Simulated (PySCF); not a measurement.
## Stretching ZnCl⁺

Set-up: basis Zn def2-TZVPPD, Cl def2-TZVPPD; no relativity; PySCF 2.14. Energies in eV from Zn⁺ + Cl in their ground configurations at the same level. State: ¹Σ⁺ (singlet), closed shell.

```
R (Å)     PBE
1.771  -1.612
1.853  -2.254
1.935  -2.609
1.997  -2.738
2.059  -2.780
2.121  -2.757
2.203  -2.654
2.306  -2.449
2.430  -2.144
2.594  -1.708
```

Problem. Put a parabola through the three lowest points of the PBE curve and estimate Re, k and ωe (reduced mass 22.6 u; 1 eV/Å² = 0.16022 mdyn/Å; ωe = 1302.8·√(k/μ) cm⁻¹).

Solution. Through R = 1.997, 2.059, 2.121 Å the second-order coefficient is 8.45 eV/Å², so Re ≈ 2.068 Å, k ≈ 2.71 mdyn/Å and ωe ≈ 451 cm⁻¹. A polynomial fit of higher order to the unrounded PBE energies gives Re = 2.066 Å, k = 2.64 mdyn/Å, ωe = 445 cm⁻¹; anharmonicity and rounding make the difference.

The higher-order fit for each curve: PBE: Re = 2.066 Å, ωe = 445 cm⁻¹, De = 2.78 eV.

For an ion De counts to the pair picked by the measured ionisation energies or electron affinities, which need not be the lowest pair at this level.
